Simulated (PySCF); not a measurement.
# How methods differ on the excitation energy of Te

Te [Kr] 4d10 5s2 5p4 (3P) → Te [Kr] 4d10 5s2 5p3 6s1 (5S), as a difference of total energies. Computed with PySCF 2.14 in aug-cc-pwCVTZ-PP with ECP28MDF, with scalar relativity through the core potential. Correlated levels: valence: 4s2 4p6 4d10 frozen; valence and next inner shell: nothing frozen outside the core potential. The calculations carry no spin-orbit coupling.

Task: Order these methods by the excitation energy they give, lowest first.
A. BLYP
B. MP2 (valence and next inner shell)
C. SCS-MP2 (valence and next inner shell)
D. PBE0

Result: B (5.044 eV), C (5.214 eV), D (5.300 eV), A (5.383 eV).

Errors of the correlated levels include the incompleteness of this basis and the frozen core.

For comparison: 5.226 eV (measured; NIST levels, between the centres of gravity of the two terms).
